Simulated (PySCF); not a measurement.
Compound: potassium bromide, KBr.
SMILES: `[K][Br]`

Method: PySCF 2.14.0, density-fitted response routines, TDDFT CAM-B3LYP/def2-SVPD, vertical, gas phase, core orbitals frozen in the response. Isolated species at its PBE0-D3(BJ)/def2-SVP geometry, gas phase. Relativistic effects, spin–orbit coupling among them, are left out although an element past zinc is present.

```
state  E (eV)  λ (nm)  ν̃ (cm⁻¹)       f  symmetry  main configurations (H = HOMO, L = LUMO)
   S1    3.84   322.8      30980   0.017         Π                            H-1/H→L (≥85%)
   S2    3.84   322.8      30980   0.017         Π                            H-1/H→L (≥85%)
   S3    4.21   294.5      33950   0.089        Σ+                               H-2→L (93%)
   S4    5.27   235.2      42520  0.0000         –                      H-1/H→L+1/L+2 (≥79%)
   S5    5.27   235.2      42530  0.0000         –                      H-1/H→L+1/L+2 (≥79%)
   S6    5.30   233.7      42780  0.0000         –                      H-1/H→L+1/L+2 (≥90%)
   S7    5.36   231.2      43250   0.021        Σ+                      H-1/H→L+1/L+2 (≥92%)
   S8    5.50   225.5      44350   0.055         Π        H-1/H→L+3 (≥56%), H-1/H→L+4 (≥23%)
   S9    5.50   225.4      44360   0.056         Π        H-1/H→L+3 (≥56%), H-1/H→L+4 (≥23%)
```

Triplets, Tamm–Dancoff:

```json
{"state": "T1", "E (eV)": "3.79", "λ (nm)": "326.7", "main configurations (H = HOMO, L = LUMO)": "H-1/H→L (≥83%)"}
{"state": "T2", "E (eV)": "3.80", "λ (nm)": "326.7", "main configurations (H = HOMO, L = LUMO)": "H-1/H→L (≥83%)"}
{"state": "T3", "E (eV)": "4.04", "λ (nm)": "307.2", "main configurations (H = HOMO, L = LUMO)": "H-2→L (90%), H-2→L+3 (8%)"}
```

The lowest singlet level (S1/S2) lies at 3.84 eV (323 nm, ultraviolet) and is of moderate strength. The most intense listed level is S8/S9 at 5.50 eV (225 nm, f = 0.111 summed), 1.66 eV above S1. It is the last of those listed, so stronger ones may follow. S1/S2, S4/S5 and S8/S9 lie within about 0.01 eV of each other in each set; the point group C∞v has degenerate representations, and within a degenerate level the listed configurations can mix freely. Löwdin shares by element: HOMO (one of a set within 0.03 eV) bromine 96%, potassium 4%; LUMO potassium 95%, bromine 5%. The oscillator strengths of these states sum to 0.254; summed over the whole spectrum of an exact calculation they would give the number of electrons, 54 (Thomas–Reiche–Kuhn). Of the 9 states listed, 6 reach f = 0.01 and 3 stay under 0.0005. The listed states span 1.66 eV, and the widest gap between neighbours is 1.06 eV (S3 to S4). Symmetry labels in C∞v follow from the direction of the transition dipole and are given only for states with f of 0.002 or more. Orbitals of the list HOMO-3 to LUMO+2 that lie within 0.01 eV of each other are written together with a slash and their weights summed (≥ marks a lower bound); for degenerate orbitals outside that list single weights are arbitrary. Only the lowest 10 singlets were computed, as vertical energies without vibronic structure. The highest level found (5.55 eV, f 0.045 so far) is left out, since the window may have cut off a degenerate partner.

Hardware: Arm Neoverse N1, one thread, no GPU (shared host). Cost: 13 s wall, 12 s CPU.
